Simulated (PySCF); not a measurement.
CsH: frontier orbitals

PBE0 at R = 2.478 Å; Cs x2c-TZVPall, H x2c-TZVPall; spin-free X2C with a Gaussian nucleus (PySCF 2.14). State: ¹Σ⁺ (singlet), closed shell. Only the outer orbitals are listed, counted within each symmetry.

```csv
orbital,occ.,ε (eV),on Cs (%),main shells (%)
10σ,2,-28.55,100,100 Cs s
6π,2,-14.51,100,100 Cs p
6π,2,-14.51,100,100 Cs p
11σ,2,-14.31,99,99 Cs p
12σ,2,-3.95,31,"69 H s, 16 Cs s, 11 Cs d"
13σ,0,-0.93,96,"68 Cs s, 26 Cs p"
7π,0,0.02,100,"83 Cs p, 17 Cs d"
7π,0,0.02,100,"83 Cs p, 17 Cs d"
```

Which are the highest filled and the lowest empty level, where do they sit, and how wide is the gap?

Highest filled 12σ at -3.95 eV (in %: 69 H s, 16 Cs s, 11 Cs d); lowest empty 13σ at -0.93 eV (in %: 68 Cs s, 26 Cs p); the gap at PBE0 is 3.02 eV.

```
bond order (Mayer)                              : 0.83
⟨S²⟩                                            : 0.000
charge on Cs (Mulliken, basis-dependent)        : 0.40
charge on Cs (Löwdin, basis-dependent)          : 0.30
dipole moment (positive dipole means Cs(−)H(+)) : -7.86 D
polarisability along the bond                   : 108.5 bohr³
polarisability across the bond                  : 46.2 bohr³
```

Spin–orbit coupling is left out.
